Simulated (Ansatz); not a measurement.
Mulliken charges of Cl₃H₃InP (`[PH3+][In-]([Cl])([Cl])[Cl]`) from r2SCAN/def2-TZVPP in Ansatz (PBE0-D4/def2-TZVP geometry).

```
atom   x (Å)   y (Å)   z (Å)  charge (e)
  P1  -1.080  -0.136   0.575       0.047
 In2   1.302   0.145  -0.695       0.891
 Cl3   2.391  -1.714   0.180      -0.383
 Cl4   0.547   0.024  -2.891      -0.383
 Cl5   1.896   2.237   0.133      -0.383
  H6  -1.505   0.915   1.409       0.071
  H7  -1.228  -1.226   1.454       0.071
  H8  -2.230  -0.301  -0.221       0.071
```

Task: By hand: the dipole of these point charges (1 e Å = 4.8032 D).

Result: Σ q r = (-1.094, -0.130, 0.583) e Å, of length 1.246 e Å = 5.98 D.

Task: How does the dipole of the full density compare? (An estimate is asked.)

Result: Computed: (-1.103, -0.131, 0.588) e Å, 6.04 D; the point charges give 0.99 times that, at 0° from its direction.

Point charges leave out the atoms' own dipoles, such as those of lone pairs, and Mulliken's split depends on the basis, so the close match here is no proof of good charges.
